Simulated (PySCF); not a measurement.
Circular dichroism: `CC#C[Si@H]1P[Si@@H](F)P1`, C3H7FP2Si2

Geometry:
```tsv
atom	x (Å)	y (Å)	z (Å)
C1	3.681	0.781	0.244
C2	2.368	0.229	0.016
C3	1.274	-0.240	-0.182
Si4	-0.418	-0.900	-0.460
P5	-1.598	-0.951	1.500
Si6	-2.996	0.400	0.354
F7	-3.136	1.808	1.125
P8	-1.723	0.673	-1.489
H9	3.903	0.782	1.311
H10	3.721	1.805	-0.127
H11	4.430	0.184	-0.275
H12	-0.401	-2.190	-1.164
H13	-2.294	-2.113	1.207
H14	-4.373	-0.035	0.178
H15	-2.441	-0.226	-2.260
```

Theory: TDDFT PBE0/def2-SVPD circular dichroism and optical rotation, one conformer, gas phase (PySCF). Geometry: GFN2-xTB.

Task: List the lowest 8 singlet excitations with oscillator and rotatory strengths.

Result: Rotatory strengths R in 10⁻⁴⁰ esu² cm², velocity form and length form (origin at the centre of mass); f in length form.
```csv
state,E (eV),λ (nm),f,R (velocity),R (length),main
1,4.50,276,0.006,-0.3,-0.3,HOMO→LUMO 0.98
2,4.78,260,0.006,0.0,0.0,HOMO→LUMO+1 0.99
3,4.88,254,0.006,0.0,0.0,HOMO→LUMO+2 0.97
4,5.49,226,0.002,0.0,0.0,"HOMO−1→LUMO 0.46, HOMO−2→LUMO+1 0.40"
5,5.60,221,0.005,-3.1,-3.1,"HOMO→LUMO+3 0.38, HOMO−1→LUMO 0.31"
6,5.62,221,0.004,+1.9,+1.8,"HOMO−2→LUMO 0.54, HOMO−1→LUMO+1 0.36"
7,5.65,219,0.029,+4.8,+4.6,"HOMO→LUMO+3 0.56, HOMO−2→LUMO+1 0.27"
8,6.10,203,0.087,+1.0,+1.0,"HOMO−2→LUMO 0.28, HOMO−1→LUMO+1 0.27"
```

Among the states computed, the strongest CD band (largest |R|) is state 7. The largest dissymmetry factor in size, g = 4R/(D+G), with D and G the electric and magnetic dipole strengths, is -0.0051 for state 5 (velocity form, f = 0.005), among bands with |R| over 0.5. The mirror image has the same energies and oscillator strengths and all R with the opposite sign.
